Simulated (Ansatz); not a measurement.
`C[SiH](N)N` + HCl → `C[SiH](N)Cl` + NH₃ at 298.15 K and 1 bar (ligand exchange at the Si–N bond).

Calculated with Ansatz (gas phase, PBE0-D4/def2-TZVP geometries, no zero-point term in ΔE). CCSD(T)/CBS is the MP2 limit (def2-TZVPP, def2-QZVPP) plus CCSD(T) − MP2 in def2-TZVPP, frozen cores. This one scheme is used for every species. One conformer a species, not always the lowest.

```
      species  CCSD(T)/CBS energy (Eh)  H − E (kJ/mol)  S (J/(mol·K))
 `C[SiH](N)N`               -441.43339           278.4          332.9
          HCl               -460.38127            26.6          186.8
`C[SiH](N)Cl`               -845.32705           213.2          331.2
          NH₃                -56.50880           100.5          192.4
```

H − E and S are ideal-gas, rigid-rotor, harmonic terms from PBE0-D4/def2-TZVP, for one conformer and one mirror image of each species. 1 Eh = 2625.50 kJ/mol, R = 8.31446 J/(mol·K).

Question: By hand: ΔE, ΔH, ΔS and ΔG.

Answer: ΔE = (-845.32705) + (-56.50880) − (-441.43339) − (-460.38127) = -0.02119 Eh = -55.6 kJ/mol. Δ(H − E) = 213.2 + 100.5 − 278.4 − 26.6 = 8.7, so ΔH = -46.9 kJ/mol. ΔS = 331.2 + 192.4 − 332.9 − 186.8 = 3.9 J/(mol·K). ΔG = -46.9 − 298.15 × (3.9)/1000 = -48.1 kJ/mol.

Question: By hand: the equilibrium constant, and the temperature at which ΔG would vanish if ΔH and ΔS stayed fixed.

Answer: log₁₀ K = −ΔG/(RT ln 10) = 8.4. ΔH and −TΔS have one sign here, so there is no such temperature.

The number of gas molecules stays the same, so ΔS is small and ΔH decides. A doubt of 5 kJ/mol in ΔE shifts log₁₀ K by 0.9 here. Other conformers and mirror images would add mixing entropy, several J/(mol·K) or more a flexible species. These are equilibria of isolated gas molecules and say nothing of rates. Largest T1 diagnostic: 0.009 (customary marks: 0.02 for closed shells, 0.045 for open ones).

ΔS is within the doubt of such terms, so its sign, and with it that verdict, could turn.
